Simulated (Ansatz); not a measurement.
Consider the formal exchange of groups at the Si–Ge bond: `Cl[Si](Cl)(Cl)[GeH3]` + `BF` → `FB[Si](Cl)(Cl)Cl` + GeH₄.

Isolated molecules relaxed with PBE0-D4/def2-TZVP in Ansatz; ΔE leaves out vibrations. CCSD(T)/CBS adds triple-zeta CCSD(T) − MP2 to the extrapolated MP2 energy (def2 sets, frozen cores). This one scheme is used for every species. Functionals use def2-TZVPP. For Ge outer-core shells are correlated without core-valence functions, which leaves a few kJ/mol of doubt a bond. Scalar relativity is left out up to krypton. One conformer a species, not always the lowest.

(1) Is it downhill or uphill in electronic energy at CCSD(T)/CBS, and by how much? (Estimate.)

(2) What do these levels give: r2SCAN-D4, CAM-B3LYP-D4, BLYP, MP2/def2-SVP, CCSD/def2-TZVPP, SCS-MP2/def2-QZVPP? (Estimate.)

Largest T1 diagnostic among the species: 0.013.

Results:

(1) The calculation gave: Uphill: ΔE = +42.5 kJ/mol.

(2) Ansatz gave: r2SCAN-D4 37.0, CAM-B3LYP-D4 36.6, BLYP 33.6, MP2/def2-SVP 37.2, CCSD/def2-TZVPP 38.5, SCS-MP2/def2-QZVPP 43.4 kJ/mol.

At CCSD(T), def2-SVP lies −10.5 kJ/mol from the extrapolated value and def2-TZVPP −3.5 kJ/mol. In def2-TZVPP, CCSD(T) changes the Hartree–Fock value by +3.9 kJ/mol (the triples alone add +0.5 kJ/mol) and MP2 by +10.3 kJ/mol. The D4 term adds +4.1 kJ/mol with B3LYP and +2.3 kJ/mol with PBE0; it sums over pairs of atoms, weighted by their polarisabilities, and B3LYP, whose exchange is more repulsive, gets the larger term.

B3LYP here is the variant with VWN-RPA as its local correlation; programs differ in this.
